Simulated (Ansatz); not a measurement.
`[OH][Ag-][P+](F)(F)F` from Hartree–Fock to CCSD(T)

Cartesian coordinates in Å:
```
O -0.075 -0.786 -2.833
Ag -0.046 -0.224 -0.951
P -0.055 0.494 1.168
F 0.684 -0.377 2.212
F -1.412 0.664 1.893
F 0.575 1.872 1.492
H 0.329 -1.644 -2.982
```

The species carries charge 0 and has multiplicity 1. Correlated methods include outer-core shells of Ag, which these sets cover unevenly. Ag: def2 effective core potential. Geometry: relaxed with PBE0-D4/def2-TZVP. It is one conformer, not always the lowest. Frozen core, restricted reference, Ansatz.

```tsv
basis	HF (Eh)	MP2 corr.
def2-SVP	-860.22179	-1.23346
def2-TZVPP	-860.89752	-1.85507
def2-QZVPP	-860.93045	-2.04661
```

Q: Estimate the CCSD correlation energy and the (T) correction in each basis where they were run (hartree).

A: 
| basis | CCSD corr. | (T) |
| --- | --- | --- |
| def2-SVP | -1.22466 | -0.03030 |
| def2-TZVPP | -1.81156 | -0.06242 |
